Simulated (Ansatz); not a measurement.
`[CH3][Ta]([OH])([F])=[S]` and `[OH][Ta]([OH])([F])=[S]` differ in one atom or group.

Ansatz, PBE0-D4/def2-TZVP geometries, multiplicity 1. Each molecule was computed in one conformer, which needn't be the lowest.

Elements past krypton have def2 core potentials.

```tsv
property	`[CH3][Ta]([OH])([F])=[S]`
size of the dipole moment (B3LYP/def2-TZVPP) / D	2.84
HOMO energy (B3LYP/def2-TZVPP) / eV	-7.39
zero-point energy (PBE0-D4/def2-TZVP) / kJ/mol	136.5
HOMO energy (ωB97M-V/def2-TZVPP) / eV	-9.75
HOMO–LUMO gap (ωB97M-V/def2-TZVPP) / eV	10.25
LUMO energy (ωB97M-V/def2-TZVPP) / eV	0.50
```

Q: What does the change do to each property? (Estimate.)

A: Computed: 
| property | `[OH][Ta]([OH])([F])=[S]` | shift |
| --- | --- | --- |
| size of the dipole moment (B3LYP/def2-TZVPP) / D | 2.35 | -0.49 |
| HOMO energy (B3LYP/def2-TZVPP) / eV | -7.48 | -0.09 |
| zero-point energy (PBE0-D4/def2-TZVP) / kJ/mol | 79.1 | -57.4 |
| HOMO energy (ωB97M-V/def2-TZVPP) / eV | -9.84 | -0.09 |
| HOMO–LUMO gap (ωB97M-V/def2-TZVPP) / eV | 10.57 | 0.32 |
| LUMO energy (ωB97M-V/def2-TZVPP) / eV | 0.73 | 0.23 |

With PBE0 the HOMO falls by 0.10 eV and the LUMO rises by 0.23 eV, so the gap widens by about 0.33 eV. PBE moves the HOMO by -0.07 eV and ωB97M-V by -0.09 eV. The zero-point energy changes by -57.4 kJ/mol with -6 modes. Dipoles are sizes alone; their direction can turn.

B3LYP here is the variant with VWN-RPA as its local correlation; programs differ in this.
